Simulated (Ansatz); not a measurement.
Isolated molecules relaxed with PBE0-D4/def2-TZVP in Ansatz; ΔE leaves out vibrations. CCSD(T)/CBS adds triple-zeta CCSD(T) − MP2 to the extrapolated MP2 energy (def2 sets, frozen cores). Functionals use def2-TZVPP. B3LYP here is the variant with VWN-RPA as its local correlation; programs differ in this. HSE06 is defined as in plane-wave codes. Elements past krypton have def2 core potentials. For As, Sn outer-core shells are correlated without core-valence functions, which leaves a few kJ/mol of doubt a bond. Scalar relativity is left out up to krypton. One conformer a species, not always the lowest.

Reaction (ligand exchange at the Sn–C bond): `C=C[CH2][SnH2][F]` + `[AsH3]` → `[F][SnH2][AsH2]` + `C=CC`

```
             level  ΔE (kJ/mol)  difference from CCSD(T)/CBS
       LDA (SPW92)        -69.9                         -1.5
            PBE-D4        -72.7                         -4.3
         revPBE-D4        -69.5                         -1.1
           BLYP-D4        -71.1                         -2.7
         r2SCAN-D4        -71.7                         -3.3
            B97M-V        -66.6                          1.8
           PBE0-D4        -73.5                         -5.1
          B3LYP-D4        -72.5                         -4.1
        r2SCANh-D4        -72.5                         -4.1
        r2SCAN0-D4        -73.6                         -5.2
          HSE06-D4        -73.7                         -5.3
          BHLYP-D4        -74.6                         -6.2
      CAM-B3LYP-D4        -69.4                         -1.0
           ωB97X-V        -68.0                          0.4
           ωB97M-V        -69.7                         -1.3
          PBE-QIDH        -70.7                         -2.3
               PBE        -75.2                         -6.8
              BLYP        -76.4                         -8.0
            r2SCAN        -72.7                         -4.3
              PBE0        -75.8                         -7.4
             B3LYP        -76.4                         -8.0
           r2SCANh        -73.5                         -5.1
           r2SCAN0        -74.7                         -6.3
             HSE06        -75.9                         -7.5
             BHLYP        -76.4                         -8.0
         CAM-B3LYP        -71.8                         -3.4
RPA@PBE/def2-TZVPP        -57.6                         10.8
       HF/def2-SVP        -76.5                         -8.1
      MP2/def2-SVP        -65.9                          2.5
     CCSD/def2-SVP        -67.7                          0.7
  CCSD(T)/def2-SVP        -66.4                          2.0
    MP2/def2-TZVPP        -62.8                          5.6
SCS-MP2/def2-TZVPP        -62.9                          5.5
CCSD(T)/def2-TZVPP        -62.1                          6.3
     HF/def2-QZVPP        -76.4                         -8.0
    MP2/def2-QZVPP        -66.5                          1.9
SCS-MP2/def2-QZVPP        -66.2                          2.2
      HF/CBS(def2)        -76.4                         -8.0
     MP2/CBS(def2)        -69.2                         -0.8
    CCSD/CBS(def2)        -70.0                         -1.6
       CCSD(T)/CBS        -68.4                            0
```

**Question.** What do rigid-rotor, harmonic-oscillator terms from PBE0-D4/def2-TZVP frequencies (298.15 K, 1 bar) make of the CCSD(T)/CBS value? (Estimate.)

**Answer.** Computed: ΔZPE = +9.0 kJ/mol, ΔH = -60.0 kJ/mol, ΔS = 17 J/(mol·K), ΔG = -65.0 kJ/mol. Modes under 50 cm⁻¹ make the entropy rough.

Largest T1 diagnostic among the species: 0.013.

Leaving LDA and LC-ωPBE aside and taking each functional with its dispersion term where it has one, the values spread over 8.0 kJ/mol, from BHLYP-D4 to B97M-V. LDA lies +5.3 kJ/mol from PBE without D4. In def2-TZVPP, CCSD(T) changes the Hartree–Fock value by +14.2 kJ/mol (the triples alone add +1.5 kJ/mol) and MP2 by +13.5 kJ/mol.
